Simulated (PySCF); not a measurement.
## Name the molecule from its bond curve

A diatomic of charge 0 contains Be. Its singlet curve at PBE0 in a double-zeta basis (no relativity, PySCF), in eV from the separated fragments:

(R (Å), E (eV)): (2.752, -0.059), (2.880, -0.103), (3.008, -0.125), (3.104, -0.131), (3.200, -0.131), (3.296, -0.128), (3.424, -0.119), (3.584, -0.105), (3.776, -0.086), (4.032, -0.064)

The fit gives ωe = 145 cm⁻¹ and the rotational constant Bₑ = 0.2574 cm⁻¹.

Which atom is the partner?

The minimum lies at 3.162 Å, so the reduced mass is 16.8576 u Å² cm⁻¹/(Bₑ·Re²) = 6.550 u. With Be at 9.01 u the partner weighs about 24.0 u: Mg. The molecule is MgBe.

Closed-shell solutions of metal pairs were not tested for spin polarisation, which can lower them a little.
